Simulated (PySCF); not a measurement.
A side-by-side comparison of computed properties.

First species: C₅H₉FO.
SMILES: `CC(C)O/C=C/F`

Second species: C3H7FOSi.
InChI=1S/C3H7FOSi/c4-3-1-5-6-2-3/h3H,1-2,6H2/t3-/m1/s1

Levels: PBE0/def2-SVPD for HOMO energy, LUMO energy, HOMO–LUMO gap and static isotropic polarisability; TDDFT PBE0/def2-SVPD for lowest singlet excitation; TDA PBE0/def2-SVPD for lowest triplet excitation (Tamm–Dancoff). Geometries: GFN2-xTB. Each species is one conformer at its optimised geometry, gas phase, non-relativistic unless stated. Electronic properties by PySCF.

The conformers computed, where there is a choice (atom-mapped SMILES and torsion angles):
- `[CH3:1][CH:2]([CH3:3])[O:4]/[CH:5]=[CH:6]/[F:7]`: C1–C2–O4–C5 159°, C2–O4–C5–C6 0°

The conformers of `F[C@@H]1CO[SiH2]C1` aren't listed.

Values for the first species:

| Quantity | Value |
| --- | --- |
| HOMO energy | -6.58 eV |
| LUMO energy | 0.61 eV |
| HOMO–LUMO gap | 7.19 eV |
| Lowest singlet excitation | 6.19 eV |
| Lowest triplet excitation (Tamm–Dancoff) | 4.25 eV |
| Static isotropic polarisability | 66.7 au |

Estimate the same properties for the second species, and the change in each.

```csv
property,first,second,second less first
HOMO energy,-6.58 eV,-8.17 eV,-1.59 eV
LUMO energy,0.61 eV,0.05 eV,-0.56 eV
HOMO–LUMO gap,7.19 eV,8.22 eV,+1.03 eV
lowest singlet excitation,6.19 eV,6.78 eV,+0.59 eV
lowest triplet excitation (Tamm–Dancoff),4.25 eV,6.49 eV,+2.24 eV
static isotropic polarisability,66.7 au,61.9 au,-4.8 au
```

On the first: The principal polarisabilities are 56.1, 63.5 and 80.5 au; their mean is the isotropic value. The 6 singlets span 6.19 to 7.36 eV, and their oscillator strengths add up to 0.26.

On the second: The polarisability is 9.18 Å³ as a volume (1 au = 0.148185 Å³), or 1.11 au for each of the 56 electrons. No computed singlet falls in the visible range (750 to 380 nm, 1.65 to 3.26 eV); S1 lies 3.52 eV above its blue end.
